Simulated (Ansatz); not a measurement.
Program: Ansatz. Geometries: PBE0-D4/def2-TZVP. ΔE: electronic, gas phase. CBS: MP2 limit from def2 TZ/QZ plus the TZ coupled-cluster correction, frozen cores. This one scheme is used for every species. DFT in def2-TZVPP. B3LYP here is the variant with VWN-RPA as its local correlation; programs differ in this. No spin–orbit coupling; open shells (•) take unrestricted orbitals. For Ge outer-core shells are correlated without core-valence functions, which leaves a few kJ/mol of doubt a bond. Scalar relativity is left out up to krypton. Each species was taken in one conformer, which may not be the lowest.

Consider the homolysis of the N–Si bond: `F[SiH](Cl)[NH][GeH3]` → `[NH][GeH3]`• + `F[SiH]Cl`•.

`F[SiH](Cl)[NH][GeH3]`:

Z-matrix (Å, degrees):
```
Si
Cl 1 2.043
N 1 1.686 2 109.5
F 1 1.593 2 105.5 3 122.4
H 1 1.472 2 111.0 3 -122.6
Ge 3 1.849 1 127.2 2 -154.6
H 3 1.010 1 117.2 2 33.1
H 6 1.533 3 105.9 1 9.2
H 6 1.537 3 110.0 1 -110.7
H 6 1.536 3 108.8 1 128.9
```

`[NH][GeH3]`•:

Z-matrix (Å, degrees):
```
Ge
N 1 1.869
H 1 1.532 2 107.6
H 1 1.541 2 109.6 3 120.1
H 1 1.541 2 109.5 3 -120.0
H 2 1.026 1 107.9 3 -179.8
```

`F[SiH]Cl`•:

Cartesian coordinates in Å:
```
F 0.612 1.390 -0.240
Si 0.131 -0.118 -0.435
Cl -1.772 -0.292 0.289
H 1.028 -0.980 0.386
```

| level | ΔE (kJ/mol) | difference from CCSD(T)/CBS |
| --- | --- | --- |
| r2SCAN-D4 | 473.0 | -43.4 |
| PBE0-D4 | 486.5 | -29.9 |
| B3LYP-D4 | 481.1 | -35.3 |
| B2PLYP | 489.0 | -27.4 |
| HF/def2-TZVPP | 388.7 | -127.7 |
| MP2/def2-TZVPP | 532.3 | 15.9 |
| SCS-MP2/def2-TZVPP | 520.8 | 4.4 |
| HF/def2-QZVPP | 388.6 | -127.8 |
| SCS-MP2/def2-QZVPP | 529.5 | 13.1 |
| CCSD/CBS(def2) | 508.4 | -8.0 |
| CCSD(T)/CBS | 516.4 | 0 |

Largest T1 diagnostic among the species: 0.013.

From PBE to PBE0 (25 % exact exchange), in def2-TZVPP and without D4, ΔE moves by +11.7 kJ/mol. The D4 term adds +17.4 kJ/mol with B3LYP and +9.6 kJ/mol with PBE0; it sums over pairs of atoms, weighted by their polarisabilities, and B3LYP, whose exchange is more repulsive, gets the larger term. In def2-TZVPP, CCSD(T) changes the Hartree–Fock value by +114.0 kJ/mol (the triples alone add +8.0 kJ/mol) and MP2 by +143.6 kJ/mol; breaking electron pairs costs correlation energy, which Hartree–Fock lacks.
